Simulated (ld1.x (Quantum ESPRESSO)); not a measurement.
# u(r) = r·R(r): atom against pseudo-atom (Ca)

Columns: radius, all-electron u(r) and pseudo u(r) of the 4s shell (level -3.32 eV) of calcium in the configuration [Ne] 3s2 3p6 3d1 4s1 4p0; PBE, scalar-relativistic, ultrasoft scheme, ld1.x (Quantum ESPRESSO) 7.5.

```tsv
r (bohr)	all-electron	pseudo
0.093	0.0130	0.0706
0.186	-0.1107	0.1372
0.279	-0.1256	0.1961
0.372	-0.0637	0.2442
0.465	0.0247	0.2793
0.558	0.1079	0.3004
0.651	0.1712	0.3071
0.744	0.2102	0.3004
0.837	0.2254	0.2817
0.930	0.2202	0.2528
1.023	0.1987	0.2159
1.116	0.1652	0.1731
1.209	0.1233	0.1263
1.302	0.0763	0.0770
1.395	0.0265	0.0265
1.488	-0.0240	-0.0241
1.581	-0.0741	-0.0741
1.674	-0.1225	-0.1225
1.767	-0.1686	-0.1686
1.860	-0.2120	-0.2120
1.953	-0.2524	-0.2524
2.046	-0.2896	-0.2896
2.139	-0.3236	-0.3236
2.232	-0.3544	-0.3544
2.325	-0.3822	-0.3822
2.418	-0.4069	-0.4069
```

(1) How many radial nodes do the two functions have?

(2) At about which radius was the pseudo-wave matched?

(3) Is the pseudo-wave norm-conserving?

## Answers

(1) The all-electron 4s function has n − l − 1 = 3; the pseudo-wave has 1, since 1 lower shell of the same l stays in the valence.

(2) 1.60 bohr. The columns agree to 0.0005 from 1.40 bohr on; several derivatives are matched, so the curves merge somewhat inside the radius.

(3) No, it belongs to an ultrasoft set: the norm inside the radius is not constrained, and the difference is carried by the augmentation charge.
